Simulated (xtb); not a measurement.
xtb input file for VF4, SMILES [F][V+]([F])([F])[F], charge +1, multiplicity 1, GFN2-xTB. 

```
$ xtb mol.xyz --gfn 2 --sp --chrg 1 --uhf 0 --json
$ cat mol.xyz
5

V     -0.00000000     0.00000000     0.00000000
F     -0.91495715     0.91495715    -0.91495715
F      0.91495715     0.91495715     0.91495715
F      0.91495715    -0.91495715    -0.91495715
F     -0.91495715    -0.91495715     0.91495715
```

Output:

```
[banner left out]
          |                Calculation Setup                |
           -------------------------------------------------



           -------------------------------------------------
          |                 G F N 2 - x T B                 |
           -------------------------------------------------

        Reference                      10.1021/acs.jctc.8b01176
      * Hamiltonian:
        H0-scaling (s, p, d)           1.850000    2.230000    2.230000
        zeta-weighting                 0.500000
      * Dispersion:
        s8                             2.700000
        a1                             0.520000
        a2                             5.000000
        s9                             5.000000
      * Repulsion:
        kExp                           1.500000    1.000000
        rExp                           1.000000
      * Coulomb:
        alpha                          2.000000
        third order                    shell-resolved
        anisotropic                    true
        a3                             3.000000
        a5                             4.000000
        cn-shift                       1.200000
        cn-exp                         4.000000
        max-rad                        5.000000


          ...................................................
          :                      SETUP                      :
          :.................................................:
          :  # basis functions                  26          :
          :  # atomic orbitals                  25          :
          :  # shells                           11          :
          :  # electrons                        32          :
          :  max. iterations                   250          :
          :  Hamiltonian                  GFN2-xTB          :
          :  restarted?                      false          :
          :  GBSA solvation                  false          :
          :  PC potential                    false          :
          :  electronic temp.          300.0000000     K    :
          :  accuracy                    1.0000000          :
          :  -> integral cutoff          0.2500000E+02      :
          :  -> integral neglect         0.1000000E-07      :
          :  -> SCF convergence          0.1000000E-05 Eh   :
          :  -> wf. convergence          0.1000000E-03 e    :
          :  Broyden damping             0.4000000          :
          :  net charge                          1          :
          :  unpaired electrons                  0          :
          ...................................................

 iter      E             dE          RMSdq      gap      omega  full diag
   1    -16.9097734 -0.169098E+02  0.258E+01    2.13       0.0  T
   2    -17.7314893 -0.821716E+00  0.236E+01   15.38       1.0  T
   3    -19.6092784 -0.187779E+01  0.132E+01    7.35       1.0  T
   4    -20.5002624 -0.890984E+00  0.375E+00    4.64       1.0  T
   5    -20.4595331  0.407293E-01  0.380E+00    4.85       1.0  T
   6    -20.5099728 -0.504396E-01  0.267E+00    3.86       1.0  T
   7    -20.5314025 -0.214297E-01  0.174E+00    3.97       1.0  T
   8    -20.5481586 -0.167561E-01  0.138E-01    4.22       1.0  T
   9    -20.5481848 -0.262191E-04  0.112E-01    4.22       1.0  T
  10    -20.5482515 -0.667340E-04  0.594E-03    4.21       7.5  T
  11    -20.5482476  0.397650E-05  0.274E-02    4.21       1.6  T
  12    -20.5482503 -0.274737E-05  0.159E-02    4.21       2.8  T
  13    -20.5482517 -0.138448E-05  0.117E-03    4.21      38.1  T
  14    -20.5482517 -0.763031E-08  0.266E-05    4.21    1679.9  T
  15    -20.5482517 -0.323652E-11  0.105E-05    4.21    4258.5  T

   *** convergence criteria satisfied after 15 iterations ***

         #    Occupation            Energy/Eh            Energy/eV
      -------------------------------------------------------------
         1        2.0000           -1.2435832             -33.8396
       ...           ...                  ...                  ...
        10        2.0000           -0.8730495             -23.7569
        11        2.0000           -0.8575515             -23.3352
        12        2.0000           -0.8575515             -23.3352
        13        2.0000           -0.8575515             -23.3352
        14        2.0000           -0.8497857             -23.1238
        15        2.0000           -0.8497857             -23.1238
        16        2.0000           -0.8497857             -23.1238 (HOMO)
        17                         -0.6951676             -18.9165 (LUMO)
        18                         -0.6951676             -18.9165
        19                         -0.6103429             -16.6083
        20                         -0.6103429             -16.6083
        21                         -0.6103429             -16.6083
       ...                                ...                  ...
        25                          0.1199618               3.2643
      -------------------------------------------------------------
                  HL-Gap            0.1546181 Eh            4.2074 eV
             Fermi-level           -0.7724767 Eh          -21.0202 eV

 SCC (total)                   0 d,  0 h,  0 min,  0.006 sec
 SCC setup                      ...        0 min,  0.000 sec (  1.713%)
 Dispersion                     ...        0 min,  0.000 sec (  0.729%)
 classical contributions        ...        0 min,  0.000 sec (  0.363%)
 integral evaluation            ...        0 min,  0.001 sec ( 15.325%)
 iterations                     ...        0 min,  0.003 sec ( 57.341%)
 molecular gradient             ...        0 min,  0.001 sec ( 23.115%)
 printout                       ...        0 min,  0.000 sec (  1.222%)

         :::::::::::::::::::::::::::::::::::::::::::::::::::::
         ::                     SUMMARY                     ::
         :::::::::::::::::::::::::::::::::::::::::::::::::::::
         :: total energy             -20.486228158120 Eh    ::
         :: gradient norm              0.000028574769 Eh/a0 ::
         :: HOMO-LUMO gap              4.207373536604 eV    ::
         ::.................................................::
         :: SCC energy               -20.548251504964 Eh    ::
         :: -> isotropic ES            0.202408651424 Eh    ::
         :: -> anisotropic ES         -0.002154275260 Eh    ::
         :: -> anisotropic XC         -0.000464679145 Eh    ::
         :: -> dispersion             -0.001735515949 Eh    ::
         :: repulsion energy           0.062023346844 Eh    ::
         :: add. restraining           0.000000000000 Eh    ::
         :: total charge               1.000000000000 e     ::
         :::::::::::::::::::::::::::::::::::::::::::::::::::::

           -------------------------------------------------
          |                Property Printout                |
           -------------------------------------------------

    * Orbital Energies and Occupations

         #    Occupation            Energy/Eh            Energy/eV
      -------------------------------------------------------------
         1        2.0000           -1.2435832             -33.8396
       ...           ...                  ...                  ...
         4        2.0000           -1.1718168             -31.8868
         5        2.0000           -0.8902916             -24.2261
         6        2.0000           -0.8902916             -24.2261
         7        2.0000           -0.8842901             -24.0628
         8        2.0000           -0.8842901             -24.0628
         9        2.0000           -0.8842901             -24.0628
        10        2.0000           -0.8730495             -23.7569
Note: The following floating-point exceptions are signalling: IEEE_DENORMAL
normal termination of xtb
        11        2.0000           -0.8575515             -23.3352
        12        2.0000           -0.8575515             -23.3352
        13        2.0000           -0.8575515             -23.3352
        14        2.0000           -0.8497857             -23.1238
        15        2.0000           -0.8497857             -23.1238
        16        2.0000           -0.8497857             -23.1238 (HOMO)
        17                         -0.6951676             -18.9165 (LUMO)
        18                         -0.6951676             -18.9165
        19                         -0.6103429             -16.6083
        20                         -0.6103429             -16.6083
        21                         -0.6103429             -16.6083
        22                          0.0367538               1.0001
        23                          0.1199618               3.2643
        24                          0.1199618               3.2643
        25                          0.1199618               3.2643
      -------------------------------------------------------------
                  HL-Gap            0.1546181 Eh            4.2074 eV
             Fermi-level           -0.7724767 Eh          -21.0202 eV

     #   Z          covCN         q      C6AA      α(0)
     1  23 V        2.699     0.736   184.334    30.396
     2   9 F        0.675     0.066     8.837     3.509
     3   9 F        0.675     0.066     8.837     3.509
     4   9 F        0.675     0.066     8.837     3.509
     5   9 F        0.675     0.066     8.837     3.509

 Mol. C6AA /au·bohr⁶  :        605.945852
 Mol. C8AA /au·bohr⁸  :      35045.021965
 Mol. α(0) /au        :         44.433780


Wiberg/Mayer (AO) data.
largest (>0.10) Wiberg bond orders for each atom

 ---------------------------------------------------------------------------
     #   Z sym  total        # sym  WBO       # sym  WBO       # sym  WBO
 ---------------------------------------------------------------------------
     1  23 V    6.271 --     3 F    1.568     5 F    1.568     4 F    1.568
                             2 F    1.568
     2   9 F    1.813 --     1 V    1.568
     3   9 F    1.813 --     1 V    1.568
     4   9 F    1.813 --     1 V    1.568
     5   9 F    1.813 --     1 V    1.568
 ---------------------------------------------------------------------------

Topologies differ in total number of bonds
Writing topology from bond orders to xtbtopo.mol

molecular dipole:
                 x           y           z       tot (Debye)
 q only:        0.000      -0.000       0.000
   full:        0.000      -0.000       0.000       0.000
molecular quadrupole (traceless):
                xx          xy          yy          xz          yz          zz
 q only:        0.000       0.000       0.000      -0.000       0.000       0.000
  q+dip:        0.000       0.000      -0.000      -0.000       0.000      -0.000
   full:        0.000       0.000      -0.000      -0.000       0.000      -0.000


           -------------------------------------------------
          | TOTAL ENERGY              -20.486228158120 Eh   |
          | GRADIENT NORM               0.000028574769 Eh/α |
          | HOMO-LUMO GAP               4.207373536604 eV   |
           -------------------------------------------------

------------------------------------------------------------------------
------------------------------------------------------------------------
 total:
 SCF:
```

The calculation finished and met its thresholds.
